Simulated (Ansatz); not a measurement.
Start from `[NH2][GeH2][NH][GeH2][NH2]` and change one atom or group to get `[NH2][GeH2][NH2]`.

Ansatz, PBE0-D4/def2-TZVP geometries, multiplicity 1. Each molecule was computed in one conformer, which needn't be the lowest.

Scalar relativity is left out up to krypton.

```tsv
property	`[NH2][GeH2][NH][GeH2][NH2]`
LUMO energy (ωB97M-V/def2-TZVPP) / eV	2.05
size of the dipole moment (PBE/def2-TZVPP) / D	2.20
HOMO–LUMO gap (B3LYP/def2-TZVPP) / eV	6.83
size of the dipole moment (ωB97M-V/def2-TZVPP) / D	2.33
LUMO energy (B3LYP/def2-TZVPP) / eV	0.25
HOMO–LUMO gap (ωB97M-V/def2-TZVPP) / eV	11.20
```

(1) Give the same properties after the change, and the shifts. (Estimate.)

## Answers

(1) Ansatz gave: 
```tsv
property	`[NH2][GeH2][NH2]`	shift
LUMO energy (ωB97M-V/def2-TZVPP) / eV	2.35	0.30
size of the dipole moment (PBE/def2-TZVPP) / D	0.42	-1.78
HOMO–LUMO gap (B3LYP/def2-TZVPP) / eV	7.48	0.65
size of the dipole moment (ωB97M-V/def2-TZVPP) / D	0.60	-1.73
LUMO energy (B3LYP/def2-TZVPP) / eV	0.50	0.25
HOMO–LUMO gap (ωB97M-V/def2-TZVPP) / eV	11.97	0.77
```

With PBE0 the HOMO falls by 0.41 eV and the LUMO rises by 0.24 eV, so the gap widens by about 0.65 eV. PBE moves the HOMO by -0.35 eV and ωB97M-V by -0.46 eV. Dipoles are sizes alone; their direction can turn.

B3LYP here is the variant with VWN-RPA as its local correlation; programs differ in this.
